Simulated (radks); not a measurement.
Problem. The mean radii <r> (bohr) of the occupied orbitals of an atom or ion are listed with their occupations. Calculated with a radial shooting solver on a logarithmic mesh with Libxc functionals: non-relativistic Kohn-Sham, LDA (Slater exchange, Perdew-Wang correlation), spin-unpolarised, spherical densities, point nucleus.

| orbital | occ. | <r> |
|---|---|---|
| 1s | 2 | 0.02490 |
| 2s | 2 | 0.1063 |
| 2p | 6 | 0.09018 |
| 3s | 2 | 0.2752 |
| 3p | 6 | 0.2648 |
| 3d | 10 | 0.2358 |
| 4s | 2 | 0.5917 |
| 4p | 6 | 0.5988 |
| 4d | 6 | 0.6096 |

Name the element and its charge.

Solution. Z = 61, promethium, charge +19: Pm19+ in [Kr] 4d6. The 1s radius gives Z: for a bare nucleus <r> = 1.5/Z, 0.02459 bohr for Z = 61, and screening makes it slightly larger (0.02490 here). The occupations add up to 42, and the charge is Z minus that.
